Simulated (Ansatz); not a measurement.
The cluster AsP3. Total charge 0; quintet. Geometry r2SCAN-D4/def2-SVP; atoms count from 1.

```xyz
4

P     1.663    0.115   -0.304
P    -0.453    0.099   -0.741
P     0.237    1.500    0.752
As   -1.447   -1.714    0.293
```

At PBE0-D4/def2-TZVP a singlet of charge 0 lies 3.58 eV below the quintet, each at its own geometry. The structure comes from a short search, and lower isomers may exist.

Question: Estimate the Mulliken populations from the PBE0/def2-TZVP orbitals of Ansatz.

Answer: 
| atom | charge (e) | spin (α − β) |
| --- | --- | --- |
| P1 | -0.03 | 0.92 |
| P2 | -0.04 | 0.07 |
| P3 | -0.03 | 0.92 |
| As4 | 0.09 | 2.09 |
Mulliken values and Mayer orders depend strongly on the basis.

Question: Where does the spin sit?

Answer: Summed by element: P 1.91, As 2.09, of 4 unpaired in all. Largest on single atoms: As4 2.09, P1 0.92, P3 0.92.

Question: And the Mayer bond orders between bonded heavy atoms (over 0.3)?

Answer: P1–P2 1.19 (2.16 Å); P1–P3 1.07 (2.25 Å); P2–P3 1.19 (2.16 Å); P2–As4 1.05 (2.31 Å).
